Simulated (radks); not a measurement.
Problem. These are the eigenvalues of the occupied orbitals of an atom or ion with whole-number occupations (eV). All-electron calculation, scalar-relativistic Kohn-Sham, LB94 model potential, spin-polarised, spherical densities, finite nucleus; Fermi nuclear charge, rms radius of each element as measured or else 0.836 A^(1/3) + 0.57 fm. Program: a radial shooting solver on a logarithmic mesh with Libxc functionals.

| orbital | eigenvalue |
|---|---|
| 1s down | -73343.30 |
| 1s up | -73343.11 |
| 2s up | -13949.65 |
| 2s down | -13948.31 |
| 2p up | -12369.11 |
| 2p down | -12368.28 |
| 3s up | -4337.294 |
| 3s down | -4336.629 |
| 3p up | -3869.839 |
| 3p down | -3869.019 |
| 3d up | -3346.771 |
| 3d down | -3344.428 |
| 4s up | -1892.196 |
| 4s down | -1886.006 |
| 4p up | -1722.949 |
| 4p down | -1716.452 |
| 4d up | -1521.065 |

Which element is it, and in what charge state? The configuration may be excited. Open shells, if any, are filled with parallel spins first.

Solution. Z = 75, rhenium, charge +35: Re35+ in [Kr] 4d4. The list shows which subshells hold electrons but not how many an open one holds; the 1s level, -2695.3 hartree, gives Z - s = 73.4 by -(Z - s)^2/2, which with screening and relativity narrows Z to a few neighbours, and the depths of the outer levels then fix element, charge and occupations together.
